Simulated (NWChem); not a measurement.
# C3HBrF2; SMILES C(F)=C=C(F)Br

Results from NWChem. Pople sets run with spherical d functions. Structure relaxed at the PBE-D3(BJ)/def2-SVP level. Level: PBE/6-31G* with SMD (1 M gas to 1 M solution), gas-phase geometry.

For solvent 2-propanol:

```
Item                    Value
----------------------  -----
dipole in solution (D)   1.75
```

Task: Estimate the same quantities for solvent anisole.

Result: 
- dipole in solution (D) = 1.63
